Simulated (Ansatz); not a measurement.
Cd6CuTe6Cl2, relaxed as a doublet with UKS PBE-D4/def2-SVP in Ansatz, starting from the GFN1-xTB geometry. Force threshold 0.03 eV/Å.

In the def2 sets Cd, Te take a core potential; there is no spin–orbit coupling. Single mean-field runs in def2-SVP are fitted with def2-universal-jkfit.

Start:

Cartesian coordinates in Å:
```
Cd -3.8954 -0.4633 -0.1767
Cd 3.5772 -0.0713 2.1437
Cd -1.2250 1.7017 0.8644
Cu -0.1125 -1.7231 1.0818
Cd -1.1593 -2.1503 -2.9933
Cd 2.3332 0.3027 -1.1874
Cd -1.9562 1.4352 -2.5308
Te 1.7132 -1.9426 2.8176
Te -2.2573 -0.5954 1.9587
Te -3.6399 -0.7488 -2.9541
Te 4.7495 0.7051 -0.1926
Te 0.2369 2.4751 -1.3163
Te 0.8412 -2.2650 -1.2318
Cl 4.5330 0.9348 4.1541
Cl -3.7386 2.4053 -0.4373
```

**Question.** Estimate the energy that the relaxation releases and the steps that it takes.

**Answer.** 183.8 kJ/mol, in 35 steps; 3.3 min on 2 threads of AMD EPYC 7R13 on a shared host and a share (18 GiB) of an NVIDIA H100 80GB HBM3. No frequencies were taken in this run, so the end may be a saddle point.

**Question.** Does the start keep its bonding and symmetry?

**Answer.** Bonds formed: Cd3–Te8, Cd3–Cl14, Cd6–Te8 (atoms count from 1). Metal–metal contacts that move far: Cd2–Cd3 5.28 to 3.17 Å, Cu4–Cd5 4.23 to 2.78 Å, Cu4–Cd6 3.90 to 2.88 Å, Cd3–Cu4 3.61 to 2.95 Å.

**Question.** Predict the relaxed structure.

**Answer.** 
Cartesian coordinates in Å:
```
Cd -3.615 0.209 0.044
Cd 3.165 0.839 1.914
Cd 0.042 0.673 1.415
Cu -0.038 -2.041 0.267
Cd -1.423 -1.551 -2.092
Cd 2.176 -0.751 -1.052
Cd -1.568 1.866 -1.744
Te 1.854 -1.761 2.056
Te -2.028 -1.200 1.756
Te -3.493 0.081 -2.803
Te 4.736 -0.281 0.013
Te 1.030 1.931 -0.973
Te 0.819 -3.018 -2.024
Cl 1.479 2.242 3.078
Cl -3.137 2.763 0.145
```
Bond lengths (bridged metal pairs left out): 15 × Cd–Te 2.68 to 3.28 Å; 4 × Cd–Cl 2.48 to 2.70 Å; 3 × Cu–Te 2.62 to 2.63 Å.
